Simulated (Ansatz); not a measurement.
Geometry optimisation, RHF/6-31G* in Ansatz.

The input (input.yaml):

```yaml
crystal:
  periodic: [false, false, false]
  atoms:
    - { symbol: B, position_ang: [0.0, 0.0, 0.0] }
    - { symbol: H, position_ang: [0.0, 0.0, 1.54] }
    - { symbol: "N", position_ang: [1.3423, 0.0, -0.775] }
    - { symbol: H, position_ang: [1.8089, -0.9179, -1.0268] }
    - { symbol: H, position_ang: [1.7937, 0.9179, -1.0532] }
    - { symbol: F, position_ang: [-1.1431, 0.0, -0.66] }
    - { symbol: Cl, position_ang: [0.0968, 2.0475, 0.6811] }
    - { symbol: H, position_ang: [0.0414, 0.8758, 1.6586] }
basis:
  gaussian: { orbitals: "6-31G*" }
hamiltonian:
  xc: hf
relax:
  f_tol: 0.15
  max_steps: 25
  restrain:
    - { distance: [0, 6], at: 1.86, k: 30.0 }
    - { distance: [7, 1], at: 0.66, k: 30.0 }
    - { distance: [0, 1], at: 2.39, k: 30.0 }
    - { distance: [7, 6], at: 2.57, k: 30.0 }
```

Run as:

```bash
$ ansatz run input.yaml --threads 1 --pin off --max-ram 2048MiB --backend cpu --events-out ev --progress --plain --runs-dir out
```

Question: Where does it end, and by what steps?

Answer: The run converged. The restraints hold the end off the free minimum. After 7 steps the energy has fallen by 5.031 eV (the restraints' own energy left out); B1 moved furthest, 0.71 Å. Parted: Cl7–H8 (1.53 → 2.58 Å).

```csv
step,energy less start (eV),largest force component (eV/Å),accepted
0,0.0000,3.357,yes
1,-1.7282,5.065,yes
2,-3.2353,4.222,yes
3,-4.3670,1.889,yes
4,-4.8051,2.076,yes
5,-5.0153,1.668,yes
6,-5.0200,1.286,yes
7,-5.0309,1.272,yes
```

```xyz
8
Properties=species:S:1:pos:R:3
B 0.075 0.561 -0.427
H 0.082 -0.165 1.863
N 1.320 0.098 -0.810
H 1.456 -0.842 -1.113
H 2.138 0.662 -0.809
F -0.999 -0.193 -0.483
Cl -0.140 2.286 0.134
H 0.008 0.516 2.009
```

Time of the run: 13 s on 1 thread of Arm Neoverse V2, on a shared host, peak memory 0.15 GiB.
